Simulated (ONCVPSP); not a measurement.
# Ranking ONCV potentials for tungsten (W)

All share these settings but for the change named:

ONCVPSP 4.0.1 input, shortened (lines: element, Z, core and valence counts, functional; n l f; lmax; l rc ep ncon nbas qcut; lloc lpopt rc5 dvloc0; l nproj debl; icmod fcfact rcfact), PBE, scalar-relativistic:

```
  W 74.00   10    4        4      upf
    1    0    2.00
    2    0    2.00
    2    1    6.00
    3    0    2.00
    3    1    6.00
    3    2   10.00
    4    0    2.00
    4    1    6.00
    4    2   10.00
    4    3   14.00
    5    0    2.00
    5    1    6.00
    5    2    4.00
    6    0    1.00
    2
    0    1.45    0.00    4    9    7.10
    1    1.45    0.00    4    7    7.80
    2    2.15    0.00    4    9    6.10
    4    5    1.10    0.00
    0    3    1.20
    1    2    1.70
    2    1    2.40
    3    4.00    1.05
```

In the p channel the program set the typed energies aside and used -1.864, 0.250 Ha.

Test errors are all-electron minus pseudo excitation energies from the reference, over 5s2 5p6 5d4 6s2; 5s2 5p6 5d4 6s0; 5s2 5p6 5d3 6s0; 5s2 5p6 5d3 6s2. None of these files shows a bound ghost.

The base gives 4.6 meV.

Of 7 variants that were run, those that failed, showed a ghost or another fault, or gave nearly equal values are left out.

A variant can come out equal or close to the base, since the largest error may sit in a test that the change hardly touches while other tests move.

Q: Rank these variants by their largest absolute test error, smallest first.
A. core correction Teter function, fcfact 4, rcfact 1.8
B. core correction Teter function, fcfact 4, rcfact 1.02
C. core correction Teter function, fcfact 4, rcfact 1.96
D. core correction Teter function, fcfact 4, rcfact 1.64
E. core correction Teter function, fcfact 4, rcfact 1.44

A: B (4.6 meV), E (6.9 meV), D (40.5 meV), A (107.5 meV), C (218.8 meV).
